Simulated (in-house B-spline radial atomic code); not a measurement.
Neutral strontium: [Kr] 5s2

Method: Dirac-Kohn-Sham RPBE, spherical fractional occupations, Fermi nucleus of rms radius 4.224 fm. Calculated with an all-electron radial atomic-structure program (B-spline basis).

Effective charges: Z_r = [3n² - l(l+1)]/(2<r>) from the radius, Z_e = n√(-2ε) from the energy, and Slater's rules. Values are occupation-weighted means over j. An effective charge above Z reflects the relativistic contraction of the inner shells.

```csv
shell,electrons,ε (eV),<r> (bohr),Z_r,Z_e,Slater
1s,2,-15932,0.03916,38.31,34.22,37.70
2s,2,-2157,0.1722,34.85,25.18,33.85
2p,6,-1917,0.1503,33.28,23.74,33.85
3s,2,-333.78,0.4917,27.45,14.86,26.75
3p,6,-256.23,0.4982,25.09,13.02,26.75
3d,10,-127.94,0.4982,21.07,9.20,16.85
4s,2,-40.924,1.358,17.68,6.94,10.25
4p,6,-22.872,1.566,14.69,5.19,10.25
5s,2,-3.4842,4.378,8.57,2.53,2.85
```

The least bound orbital is 5s1/2 at -3.484 eV, and it is also the most diffuse (<r> = 4.378 bohr).

Spin-orbit splittings of the orbital energies (j = l + 1/2 above j = l - 1/2 when positive): 2p 68.4 eV, 3p 10.48 eV, 3d 1.83 eV, 4p 1.156 eV.

For the 1s electron the small component carries 1.91 % of the norm, the zero-frequency Breit interaction raises the level by 28.1 eV, self-energy by 15.07 eV, and vacuum polarisation lowers it by 1.624 eV.

The density falls to 0.001 bohr⁻³ at 5.277 bohr; Σ<r²> = 70.441 bohr² gives, by the non-relativistic formula and without the paramagnetism of open shells, a Langevin diamagnetic susceptibility of -55.79×10⁻⁶ cm³/mol.
